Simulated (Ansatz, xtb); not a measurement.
## Two isomers of C7H8

We compare a, `C=C1C=CC=C1C`, a singlet, with b, `C=C1C=CC=CC1`, a singlet. Both are isolated molecules in the gas phase, relaxed with PBE-D3(BJ)/def2-SVP.

Which of the two would you expect CCSD(T)/def2-SVP + ΔMP2/def2-TZVPP electronic energies to favour?

Too close to call at this level: CCSD(T)/def2-SVP + ΔMP2/def2-TZVPP gives E(b) − E(a) = +0.034 eV.

How the difference moves with the method:

| level | geometry | E(b) − E(a) (eV) | departure from the last row (eV) | job, with rough time for the two |
| --- | --- | --- | --- | --- |
| GFN2-xTB | GFN2-xTB | −0.047 | −0.081 | optimisation, 0.11 s |
| HF/STO-3G | GFN2-xTB | −0.003 | −0.037 | single point, 0.36 s |
| r2SCAN-D4/def2-SVP | GFN2-xTB | −0.021 | −0.056 | single point, 3.9 s |
| PBE-D3(BJ)/def2-SVP | PBE-D3(BJ)/def2-SVP | −0.018 | −0.052 | optimisation, 16 s |
| HF/def2-SVP | PBE-D3(BJ)/def2-SVP | −0.013 | −0.048 | part of the CCSD(T) run |
| MP2/def2-SVP | PBE-D3(BJ)/def2-SVP | +0.115 | +0.081 | part of the CCSD(T) run |
| CCSD(T)/def2-SVP | PBE-D3(BJ)/def2-SVP | +0.028 | −0.006 | single point |
| CCSD(T)/def2-SVP + ΔMP2/def2-TZVPP | PBE-D3(BJ)/def2-SVP | +0.034 |  | single point, 77 s |

As drawn, both hold the same kinds of bond in the same numbers. Structure a has 1 methyl group, b 0. Structure a has a 5-membered ring, b a 6-membered ring.

The largest departure from CCSD(T)/def2-SVP + ΔMP2/def2-TZVPP is that of GFN2-xTB, 0.081 eV. The last row adds to CCSD(T) the change of the MP2 difference between the two basis sets, here +0.006 eV.

With thermal terms from frequencies at re-optimised GFN2-xTB minima (ideal gas, soft modes damped towards free rotors, one conformer each, 298.15 K, 1 atm): on the last row, ΔE + ΔZPE = +0.053, ΔH = +0.041, ΔG = +0.060 eV.

The correlated steps freeze 7 core orbitals. Run with Ansatz 0.2.0, xtb 6.7.1; the last row on 4 threads of Arm Neoverse V1 on a shared host.
